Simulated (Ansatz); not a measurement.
`O[Si](F)([SiH3])Cl` → `[OH]`• + `F[Si]([SiH3])Cl`• at 298.15 K and 1 bar (homolysis of the O–Si bond).

Isolated molecules relaxed with PBE0-D4/def2-TZVP in Ansatz; ΔE leaves out vibrations. CCSD(T)/CBS is the MP2 limit (def2-TZVPP, def2-QZVPP) plus CCSD(T) − MP2 in def2-TZVPP, frozen cores. This one scheme is used for every species. Open shells (•) are unrestricted, without spin–orbit coupling. Each species was taken in one conformer, which may not be the lowest.

```tsv
species	CCSD(T)/CBS energy (Eh)	H − E (kJ/mol)	S (J/(mol·K))
`O[Si](F)([SiH3])Cl`	-1215.48049	139.9	371.8
`[OH]`•	-75.67771	31.1	184.0
`F[Si]([SiH3])Cl`•	-1139.58701	96.6	349.8
```

H − E and S are ideal-gas, rigid-rotor, harmonic terms from PBE0-D4/def2-TZVP, for one conformer and one mirror image of each species, with the whole ground term of open shells counted as degenerate. 1 Eh = 2625.50 kJ/mol, R = 8.31446 J/(mol·K).

Q: By hand: ΔE, ΔH, ΔS and ΔG.

A: ΔE = (-75.67771) + (-1139.58701) − (-1215.48049) = 0.21577 Eh = 566.5 kJ/mol. Δ(H − E) = 31.1 + 96.6 − 139.9 = -12.2, so ΔH = 554.3 kJ/mol. ΔS = 184.0 + 349.8 − 371.8 = 162.0 J/(mol·K). ΔG = 554.3 − 298.15 × (162.0)/1000 = 506.0 kJ/mol.

Q: By hand: the equilibrium constant, and the temperature at which ΔG would vanish if ΔH and ΔS stayed fixed.

A: log₁₀ K = −ΔG/(RT ln 10) = -88.6. ΔG = 0 at ΔH/ΔS = 3422 K, far beyond where these terms or the molecules hold.

The number of gas molecules changes by +1, which sets the sign of ΔS. A doubt of 5 kJ/mol in ΔE shifts log₁₀ K by 0.9 here. Other conformers and mirror images would add mixing entropy, several J/(mol·K) or more a flexible species. These are equilibria of isolated gas molecules and say nothing of rates. Largest T1 diagnostic: 0.015 (customary marks: 0.02 for closed shells, 0.045 for open ones).
